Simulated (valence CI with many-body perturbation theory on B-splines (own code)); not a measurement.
Missing levels of Ba17+

Calculated by relativistic CI+MBPT: three valence electrons over a frozen Dirac-Fock core [Kr], a basis of 9 s, 9 p, 10 d, 8 f, 5 g, 3 h, 1 i functions for each j, with the one-electron correlation potential Σ1 (screened to all orders), the two-electron term Σ2, the three-electron term Σ3, Breit, model QED; selected single and double excitations, second order for the rest (own B-spline code, finite nucleus).

No measured spectrum was set against this ion. As an estimate, terms of the open shell hold to 2 to 4 % of their energy, and close levels can change places. Only levels of the ground parity were solved; by the run's estimate the other parity begins above the list, which can be wrong where configurations are misplaced.

| Level | E (eV) |
| --- | --- |
| 4d³ ⁴F_3/2 | 0.000 |
| 4d³ ⁴F_5/2 | 1.954 |
| 4d³ ⁴F_7/2 | 3.396 |
| 4d³ ⁴P_3/2 | ? |
| 4d³ ⁴F_9/2 | 4.222 |
| 4d³ ⁴P_1/2 | 4.809 |
| 4d³ ²G_7/2 | 6.605 |
| 4d³ ²H_9/2 | ? |
| 4d³ ⁴P_5/2 | 7.071 |
| 4d³ ²D_3/2 [a] | ? |
| 4d³ ²P_1/2 | ? |
| 4d³ ²H_11/2 | 9.072 |
| 4d³ ²D_5/2 [a] | 9.889 |
| 4d³ ²G_9/2 | 10.729 |
| 4d³ ²F_5/2 | ? |
| 4d³ ²F_7/2 | 11.382 |
| 4d³ ²P_3/2 | 11.935 |
| 4d³ ²D_3/2 [b] | ? |
| 4d³ ²D_5/2 [b] | 17.179 |

Names give the largest LS component (configuration and term), which can be under half, so a name can repeat, a term be missing and a line seem to break the LS rules; names also repeat where a configuration has a term twice. Letters in brackets count levels of one name in rising energy.

Task: The levels stand in rising order. What does the calculation give for the missing energies?

Result: 4d³ ⁴P_3/2 4.144; 4d³ ²H_9/2 6.881; 4d³ ²D_3/2 [a] 8.094; 4d³ ²P_1/2 8.595; 4d³ ²F_5/2 11.084; 4d³ ²D_3/2 [b] 16.703.
